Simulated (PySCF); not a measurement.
**Electronic structure of Tm (thulium, neutral) at the UHF level**

Configuration: [Xe] 4f13 6s1 6p1, one real determinant (an excited configuration). All numbers are calculated (PySCF 2.14, the spin-free X2C one-electron Hamiltonian (Gaussian nucleus), in x2c-TZVPPall (11s7p7d4f2g, 113 functions)).

```
Total energy                                                  : -13562.221549 hartree
One-electron energy                                           : -18619.3086 hartree
Hartree (Coulomb) energy                                      : 5342.1841 hartree
Exchange energy                                               : -285.0971 hartree
⟨S²⟩                                                          : 3.7510
⟨L²⟩                                                          : 14.111
Sum of ⟨r⟩                                                    : 45.45 bohr
Sum of ⟨r²⟩                                                   : 90.59 bohr²
Traceless quadrupole moment −½Σ⟨3z² − r²⟩ along its main axis : -16.2 e·bohr²
Langevin diamagnetic susceptibility                           : -71.7 ×10⁻⁶ cm³/mol
```

| shell | electrons | mean orbital energy (hartree) | spread (hartree) | rms radius, mean of both spins (bohr) |
| --- | --- | --- | --- | --- |
| 1s α | 1 | -2193.47482 | 0 | 0.0227 |
| 1s β | 1 | -2193.47359 | 0 | 0.0227 |
| 2s α | 1 | -374.85670 | 0 | 0.0917 |
| 2s β | 1 | -374.85467 | 0 | 0.0917 |
| 2p α | 3 | -331.53569 | 0.01064 | 0.0829 |
| 2p β | 3 | -331.53425 | 0.00919 | 0.0829 |
| 3s α | 1 | -86.32210 | 0 | 0.235 |
| 3s β | 1 | -86.29064 | 0 | 0.235 |
| 3p α | 3 | -72.90230 | 0.06059 | 0.236 |
| 3p β | 3 | -72.86752 | 0.02895 | 0.236 |
| 3d α | 5 | -55.91367 | 0.05816 | 0.216 |
| 3d β | 5 | -55.87692 | 0.02629 | 0.216 |
| 4s α | 1 | -18.06552 | 0 | 0.530 |
| 4s β | 1 | -17.98893 | 0 | 0.530 |
| 4p α | 3 | -13.55483 | 0.09727 | 0.563 |
| 4p β | 3 | -13.47246 | 0.02038 | 0.563 |
| 4d α | 5 | -7.38101 | 0.10852 | 0.619 |
| 4d β | 5 | -7.27594 | 0.09902 | 0.619 |
| 5s α | 1 | -2.43518 | 0 | 1.34 |
| 5s β | 1 | -2.40109 | 0 | 1.34 |
| 5p α | 3 | -1.28695 | 0.03744 | 1.59 |
| 5p β | 3 | -1.26315 | 0.00859 | 1.59 |
| 4f α | 7 | -0.56870 | 0.11087 | 0.884 |
| 4f β | 6 | -0.51545 | 0.07504 | 0.884 |
| 6s α | 1 | -0.26284 | 0 | 4.47 |
| 6p α | 1 | -0.14577 | 0 | 5.87 |

⟨L²⟩ = 14.11 against 20 for a pure G term, so this real determinant mixes terms. Spin-orbit coupling, absent here, splits the open shell strongly.

Densities and radii are taken from the X2C orbitals without a picture-change correction, which distorts them close to the nucleus.

Spin-orbit constants ζ (cm⁻¹) from the X2C one-electron operator on these orbitals: bare nucleus, nucleus screened by l(l+1)(2l+1)/3 electrons, and screened by the Breit-Pauli mean field of the electrons.

| shell | bare | screened nucleus | mean field |
| --- | --- | --- | --- |
| 2p | 5018000 | 4872000 | n/a |
| 3p | 1070000 | 1039000 | n/a |
| 3d | 167500 | 143200 | n/a |
| 4p | 237700 | 230800 | n/a |
| 4d | 31360 | 26810 | n/a |
| 4f | 4704 | 2795 | n/a |
| 5p | 27850 | 27050 | n/a |
| 6p | 1193 | 1158 | n/a |

To first order the Landé constant is A = -602.2 cm⁻¹, so the lowest level has J = 11/2 and lies 0.448 eV below the centre of the term. This holds in LS coupling only.
